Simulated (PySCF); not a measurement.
Work out the structure from these simulated measurements.

Formula: FGaH2.

| Quantity | Value |
| --- | --- |
| Rotational structure | rotational constants A, B, C: 123.309, 10.525, 9.697 GHz [PBE0-D3(BJ)/def2-SVP] |
| UV, first state | lowest singlet excitation: 5.74 eV (216 nm, f = 0.000) [TDDFT CAM-B3LYP/def2-SVPD] |
| NMR, other nuclei | isotropic shieldings of nuclei other than C and H, by class: 257 (1 F), 1340 (1 Ga) ppm [GIAO B3LYP/pcSseg-1 (pcSseg-2 on Ga)] |
| UV, strongest line | among the 15 lowest singlet transitions: S6 at 8.52 eV (145 nm, f = 0.298) [TDDFT CAM-B3LYP/def2-SVPD] |
| Polarisability | 29.0 au [CAM-B3LYP/def2-SVPD] |
| XPS | F1s 690.9 eV [ΔSCF SCAN, pcX-2 on the ionised atom, pcseg-1 elsewhere, spin-free X2C] |
| 1H NMR | chemical shifts (computed TMS as zero) by class: 5.76 (2 H) ppm [GIAO B3LYP/pcSseg-1 (pcSseg-2 on Ga)] |
| Dipole | 2.43 D [CAM-B3LYP/def2-SVPD] |

Electronic properties: PySCF, gas phase, density fitting. Levels stand in brackets. Geometry: PBE0-D3(BJ)/def2-SVP; no solvent, vibrations or thermal averaging. Relativistic effects, spin–orbit coupling among them, are left out (core-ionisation runs apart) although an element past zinc is present. NMR classes are plain means over equivalent atoms (diastereotopic ones count apart unless rotation or inversion swaps them), as if these changed places fast.

Question: Propose a structure and show how it fits.

Answer: All hydrogens form one class (5.76 ppm): hydrogen on gallium. The other shieldings belong to: 257 ppm, fluorine bonded to Ga; 1340 ppm, gallium bonded to F and 2 H. The core levels belong to: F1s 690.9 eV, fluorine bonded to Ga. No core level of Ga was computed. The optimised geometry has point group C2v and is an asymmetric top. Structure: GaH2F (`[H][Ga]([H])[F]`). NMR values of atoms bound to Ga lack the spin–orbit term that these neighbours bring.
